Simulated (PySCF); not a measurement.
# Working out the excitation energy of F(2+)

F(2+) [He] 2s2 2p3 (4S) → F(2+) [He] 2s2 2p2 3s1 (4P). Calculation: PySCF 2.14, in aug-cc-pwCVDZ (5s4p2d, 27 functions); no relativity, point nucleus. Frozen: nothing. Energies in hartree (1 hartree = 27.21139 eV):

| part | F(2+) (lower) | F(2+) (upper) |
| --- | --- | --- |
| UHF | -97.577141 | -96.131950 |
| CCSD correlation | -0.121599 | -0.128280 |
| (T) | -0.000621 | -0.001268 |

Q: What does Hartree-Fock give?

A: (-96.131950) − (-97.577141) = 1.445191 hartree = 39.326 eV.

Q: What do CCSD and CCSD(T) give?

A: The CCSD correlation energies differ by -0.006681 hartree = -0.182 eV and the triples by -0.000647 hartree = -0.018 eV, so CCSD gives 39.144 eV and CCSD(T) 39.126 eV.

A double-zeta basis recovers only part of the correlation energy.
